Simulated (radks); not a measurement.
Coulomb parameter of the 4f shell of neutral samarium in the model configuration [Xe] 4f4 5d2 6s2, as a second difference U = [E(n + 0.25) + E(n - 0.25) - 2 E(n)] / (0.25)^2 with all orbitals relaxed. "Bare": the charge of the atom changes with n. "Screened": the 5d shell takes up the change at fixed total charge, which measures U(4f,4f) + U(5d,5d) - 2 U(4f,5d). Method: scalar-relativistic Kohn-Sham, PBE, spin-unpolarised, spherical densities, point nucleus; computed with a radial shooting solver on a logarithmic mesh with Libxc functionals.

| case | configuration | E - E(n) (eV) |
|---|---|---|
| start | [Xe] 4f4 5d2 6s2 | 0.000 |
| bare +0.25 | [Xe] 4f4.25 5d2 6s2 | -3.152 |
| bare -0.25 | [Xe] 4f3.75 5d2 6s2 | 4.060 |
| screened +0.25 | [Xe] 4f4.25 5d1.75 6s2 | -2.475 |
| screened -0.25 | [Xe] 4f3.75 5d2.25 6s2 | 2.832 |

U(bare) = 14.525 eV, U(screened by 5d) = 5.712 eV, against the Slater integral F0(4f,4f) = 29.190 eV with frozen orbitals. The step up makes a negative ion, whose loosely bound charge lowers the bare value.
